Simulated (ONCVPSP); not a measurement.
## What the settings do to the ONCV potential of europium (Eu)

Base potential:

ONCVPSP 4.0.1 input, shortened (lines: element, Z, core and valence counts, functional; n l f; lmax; l rc ep ncon nbas qcut; lloc lpopt rc5 dvloc0; l nproj debl; icmod fcfact rcfact), PBE, non-relativistic:

```
  Eu 63.00    9    4        4      upf
    1    0    2.00
    2    0    2.00
    2    1    6.00
    3    0    2.00
    3    1    6.00
    3    2   10.00
    4    0    2.00
    4    1    6.00
    4    2   10.00
    4    3    7.00
    5    0    2.00
    5    1    6.00
    6    0    2.00
    3
    0    2.25    0.00    3    6    5.70
    1    2.70    0.00    4    8    4.00
    2    2.45    0.02    4    8    3.60
    3    1.50    0.00    4    9   12.40
    3    5    1.50    0.00
    0    2    3.20
    1    2    3.60
    2    2    3.80
    3    0    1.10
    3    5.75    1.15
```

In the d channel the program set the typed energies aside and used 0.050, 3.850 Ha.

All-electron outer shells of the reference configuration (PBE, non-relativistic, ld1.x):

```json
{"shell": "5s", "level (eV)": "-39.21", "outermost node (bohr)": "0.71", "outermost maximum (bohr)": "1.31"}
{"shell": "5p", "level (eV)": "-23.13", "outermost node (bohr)": "0.74", "outermost maximum (bohr)": "1.45"}
{"shell": "4f", "level (eV)": "-6.11", "outermost node (bohr)": "–", "outermost maximum (bohr)": "0.58"}
{"shell": "6s", "level (eV)": "-3.41", "outermost node (bohr)": "1.78", "outermost maximum (bohr)": "3.88"}
```

Cutoffs, loose and tight: the cutoffs (Ha) at which the residual kinetic energy of the hardest occupied pseudo-wave falls to 1 and 0.1 mHa per electron. They do not see the model core or the augmentation charge, which bear on the density cutoff. Test errors are all-electron minus pseudo excitation energies from the reference, over the configurations 4f7 5s2 5p6 6s1; 4f7 5s2 5p6 6s0; 4f6 5s2 5p6 6s0; 4f8 5s2 5p6 6s0. A dash means not determined; rows that change the core or the reference have their own tests.

A true bound ghost makes a file unfit for plane-wave use even where its test errors are small: the radial tests pick states by their node count and pass the ghost by.

| change | outcome | cutoff, loose | cutoff, tight | bound ghosts | GHOST(+) flags above zero | largest test error (meV) |
| --- | --- | --- | --- | --- | --- | --- |
| base | generated, projector energies reset by the program | 62 Ha | 68 Ha | s, p | d | tests left out (the all-electron energies of this program are off by 10 to 40 meV for near-neutral 4f atoms) |
| core correction Teter function, fcfact 5.75, rcfact 1.78 | generated, projector energies reset by the program | 62 Ha | 68 Ha | s, p | d | tests left out (the all-electron energies of this program are off by 10 to 40 meV for near-neutral 4f atoms) |
| scalar-relativistic | failed: sratom123: lschfb convergence ERROR n,l,iter= 4 3 4 | – | – | – | – | – |
| f: qcut 9.6 | generated, projector energies reset by the program | 56 Ha | 153 Ha | s, p | p, d | tests left out (the all-electron energies of this program are off by 10 to 40 meV for near-neutral 4f atoms) |
| f: rc 1.28 | generated, projector energies reset by the program | 70 Ha | 82 Ha | s, p | d | tests left out (the all-electron energies of this program are off by 10 to 40 meV for near-neutral 4f atoms) |
| core correction Teter function, fcfact 4.9, rcfact 1.15 | generated, projector energies reset by the program | 62 Ha | 68 Ha | s, p | d | tests left out (the all-electron energies of this program are off by 10 to 40 meV for near-neutral 4f atoms) |

(1) What comes out with this change to the base: f: rc 1.86?

(2) What comes out with this change to the base: reference 4f6 5s2 5p6 5d1 6s2; wave d scattering state at 0.02 Ha: rc 2.45 bohr, ncon 4, nbas 8, qcut 3.6 1/bohr, 2 projectors, debl 3.8 Ha becomes 5d: rc 2.45 bohr, ncon 4, nbas 8, qcut 3.6 1/bohr, 2 projectors, debl 3.8 Ha?

Answers

(1) outcome: generated, projector energies reset by the program; cutoff, loose: 54 Ha; cutoff, tight: 60 Ha; bound ghosts: s, p; GHOST(+) flags above zero: d; largest test error (meV): tests left out (the all-electron energies of this program are off by 10 to 40 meV for near-neutral 4f atoms).

(2) outcome: generated; cutoff, loose: 62 Ha; cutoff, tight: 68 Ha; bound ghosts: s, p; GHOST(+) flags above zero: d; largest test error (meV): 3 of 4 tests not solved or not reliable.
